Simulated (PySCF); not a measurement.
**Molecular orbitals of KSi⁺**

r²SCAN0 at R = 3.700 Å; K 6-31G(d,p), Si 6-31G(d,p); no relativity (PySCF 2.14). State: ³Π (triplet), unpaired electrons σ ↑, π ↑. Only the outer orbitals are listed, counted within each symmetry.

```json
{"spin": "α", "orbital": "7σ", "occ.": "1", "ε (eV)": "-45.07", "on K (%)": "100", "main shells (%)": "100 K s"}
{"spin": "α", "orbital": "3π", "occ.": "1", "ε (eV)": "-26.97", "on K (%)": "100", "main shells (%)": "100 K p"}
{"spin": "α", "orbital": "3π", "occ.": "1", "ε (eV)": "-26.96", "on K (%)": "100", "main shells (%)": "100 K p"}
{"spin": "α", "orbital": "8σ", "occ.": "1", "ε (eV)": "-26.94", "on K (%)": "100", "main shells (%)": "100 K p"}
{"spin": "α", "orbital": "9σ", "occ.": "1", "ε (eV)": "-17.11", "on K (%)": "0", "main shells (%)": "100 Si s"}
{"spin": "α", "orbital": "10σ", "occ.": "1", "ε (eV)": "-10.06", "on K (%)": "9", "main shells (%)": "91 Si p"}
{"spin": "α", "orbital": "4π", "occ.": "1", "ε (eV)": "-9.72", "on K (%)": "2", "main shells (%)": "98 Si p"}
{"spin": "α", "orbital": "4π", "occ.": "0", "ε (eV)": "-7.17", "on K (%)": "4", "main shells (%)": "96 Si p"}
{"spin": "α", "orbital": "11σ", "occ.": "0", "ε (eV)": "-4.52", "on K (%)": "99", "main shells (%)": "100 K s"}
{"spin": "α", "orbital": "5π", "occ.": "0", "ε (eV)": "-2.93", "on K (%)": "98", "main shells (%)": "96 K p"}
{"spin": "β", "orbital": "7σ", "occ.": "1", "ε (eV)": "-45.06", "on K (%)": "100", "main shells (%)": "100 K s"}
{"spin": "β", "orbital": "3π", "occ.": "1", "ε (eV)": "-26.96", "on K (%)": "100", "main shells (%)": "100 K p"}
{"spin": "β", "orbital": "3π", "occ.": "1", "ε (eV)": "-26.95", "on K (%)": "100", "main shells (%)": "100 K p"}
{"spin": "β", "orbital": "8σ", "occ.": "1", "ε (eV)": "-26.92", "on K (%)": "100", "main shells (%)": "100 K p"}
{"spin": "β", "orbital": "9σ", "occ.": "1", "ε (eV)": "-14.77", "on K (%)": "0", "main shells (%)": "99 Si s"}
{"spin": "β", "orbital": "4π", "occ.": "0", "ε (eV)": "-6.55", "on K (%)": "3", "main shells (%)": "96 Si p"}
{"spin": "β", "orbital": "10σ", "occ.": "0", "ε (eV)": "-5.84", "on K (%)": "25", "main shells (%)": "73 Si p, 18 K s"}
{"spin": "β", "orbital": "4π", "occ.": "0", "ε (eV)": "-5.31", "on K (%)": "7", "main shells (%)": "93 Si p"}
```

Task: Which are the highest filled and the lowest empty level, where do they sit, and how wide is the gap?

Result: Highest filled α 4π at -9.72 eV (in %: 98 Si p); lowest empty α 4π at -7.17 eV (in %: 96 Si p); the gap at r²SCAN0 is 2.55 eV. Both belong to one degenerate shell, split only by its one-sided filling, so this is no excitation gap.

- bond order (Mayer): 0.20
- ⟨S²⟩: 2.005
- charge on K (Mulliken, basis-dependent): 0.89
- charge on K (Löwdin, basis-dependent): 0.65
- dipole moment (positive dipole points towards Si; it is taken about the centre of mass and depends on that origin): -5.64 D

The state was picked by a PBE0 search and need not be the measured ground state.
